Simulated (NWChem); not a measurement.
# C₂H₄BFN₂; SMILES NB1C=N[C@H]1F

```xyz
10

N      0.8302     1.8905    -0.0759
B     -0.0077     0.8148     0.1771
C     -1.4742     0.3779    -0.1222
N     -1.1946    -0.8960    -0.1234
C      0.1800    -0.7532     0.4645
F      1.1445    -1.4442    -0.2491
H      1.8337     1.8353     0.0392
H      0.5093     2.7771    -0.4415
H     -2.4677     0.7444    -0.3868
H      0.1784    -1.1429     1.4881
```
Atoms are numbered in this order, from 1.

Computed with NWChem. All runs use the structure optimised with B3LYP/6-31G* (spherical d). Ions are spin-unrestricted doublets at the neutral geometry. Hybrids' shares of exact exchange are those that their runs print; pure functionals count as 0. The functionals differ in more than this share.

| row | share of exact exchange | ΔSCF ionisation energy minus −ε(HOMO) (eV) |
|---|---|---|
| PBE/def2-SVP | 0.00 | 3.48 |
| r2SCAN/def2-SVP | 0.00 | 3.26 |
| B3LYP/def2-SVP | 0.20 | 2.49 |
| PBE0/def2-SVP | 0.25 | withheld |
| M06-2X/def2-SVP | 0.54 | 1.04 |

Fit a straight line of the last column on the one before it, predict the withheld value, and compare with the run.


1. Means of the 4 shown rows: x = 0.185, y = 2.567. Slope Σ(x − x̄)(y − ȳ)/Σ(x − x̄)² = -0.8403/0.1947 = -4.316; intercept 3.366.
2. The shown rows scatter about the line by 0.078 (root mean square); the largest residual is +0.11, at PBE/def2-SVP.
3. At x = 0.25 (PBE0/def2-SVP; inside the shown range) the line gives 2.29.
4. The run gives 2.22, -0.07 from the line, 0.9 times the scatter. The line crosses zero at a share of 0.78, outside the shown range.
